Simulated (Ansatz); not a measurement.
## Worked example: SiF4 + C2HF4O → SiF3 + C2HF5O

Gas-phase species: SiF4 (silicon tetrafluoride) `F[Si](F)(F)F`, singlet; C2HF4O `F[C](F)OC(F)F`, doublet; SiF3 (trifluorosilyl) `F[Si](F)F`, doublet; C2HF5O ((difluoromethoxy)(trifluoro)methane) `FC(F)OC(F)(F)F`, singlet. A radical takes F: the energy is the difference in strength between the Si–F bond broken and the C–F bond made.

Shapes, held fixed at every level: PBE0-D4/def2-TZVP. Flexible molecules stand in one conformer, not always the lowest. Programs: Ansatz 0.2.0. Electronic energies: no zero-point or thermal term.

At CCSD(T)/CBS estimate; 1 Eh = 2625.50 kJ/mol:

| species | energy (Eh) |
| --- | --- |
| SiF4 | -688.534523 |
| C2HF4O | -550.960107 |
| SiF3 | -588.597718 |
| C2HF5O | -650.839875 |

Problem. Work out ΔE of the reaction at this level.

Solution. 
1. Products less reactants: (-588.597718) + (-650.839875) − [(-688.534523) + (-550.960107)] = 0.057037 Eh = +149.8 kJ/mol.

Other levels give +125.3 (PBE-D4/def2-TZVPP) to +164.8 kJ/mol (HF/def2-TZVPP). No measured value is set beside it here. Open shells run unrestricted. The CBS estimate extrapolates MP2 from def2-TZVPP and def2-QZVPP and adds CCSD(T) − MP2 in the triple-zeta set, cores frozen. CCSD(T)/CBS estimate lies outside the range of the other correlated levels here, so it shouldn't be taken on trust. The median of the other correlated levels is +141.9 kJ/mol.
